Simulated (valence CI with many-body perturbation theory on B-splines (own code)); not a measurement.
**Cd XVI in brief**

Level of theory: relativistic CI+MBPT: five valence electrons over a frozen Dirac-Fock core [Ar] 3d10, radial functions for each j: 9 s, 9 p, 8 d, 6 f, 3 g, 1 h, with the one-electron correlation potential Σ1, the two-electron term Σ2, the three-electron term Σ3, Breit, model QED; selected CI, second order for the rest, scaled by the run's own slope (own B-spline code, finite nucleus).

No measured levels were compared; by estimate levels hold to about 250 cm⁻¹ or 0.2 % of their energy and the worst to 1 %, as in measured heavy ions of charge 2 to 7; those with d or f electrons hold less well. Among the levels kept, up to 1100 cm⁻¹ of a level comes from second order outside the variational space, and about a tenth of that is noise between levels of different J, which matters for small intervals.

Names give the largest LS component (configuration and term), which can be under half, so a name can repeat, a term be missing and a line seem to break the LS rules; names also repeat where a configuration has a term twice.

Rates and lifetimes use the calculated energies. Strong lines usually hold to 10 to 20 %, long lifetimes can be off by a factor of two.

Task: What is the ground level?

Result: 4s2 4p3 4S°_3/2, composition 57 % 4s2 4p3 4S° + 27 % 4s2 4p3 2P° + 13 % 4s2 4p3 2D°, g = 1.649.

Task: How well does LS coupling describe the low levels?

Result: Among the lowest 20 levels the leading LS term, summed over configurations, holds 72 % on average. For single configurations the figures are 66 % in LS and 71 % in jj coupling. Terms mix most in the J = 1/2 level at 487510 cm⁻¹, where the leading one holds 45 %.

Task: Name the longest-lived excited levels whose lifetime is computed, and their main decay.

Result: 4s2 4p3 2D°_5/2 at 68845 cm⁻¹ lives 1.88 ms, mostly by M1 to 4s2 4p3 4S°_3/2; 4s2 4p3 2D°_3/2 at 51166 cm⁻¹ lives 376 μs, mostly by M1 to 4s2 4p3 4S°_3/2; 4s2 4p3 2P°_1/2 at 95468 cm⁻¹ lives 219 μs, mostly by M1 to 4s2 4p3 4S°_3/2. The lifetime of 4s2 4p2 4d 4F_9/2 is too uncertain to give, and may be longer.

Task: What is the ionisation energy?

Result: 386.8 eV; NIST lists 385 ± 3 eV (theoretical).

Task: Where does the other parity begin?

Result: At 4s 4p4 4P_5/2, 350270 cm⁻¹.
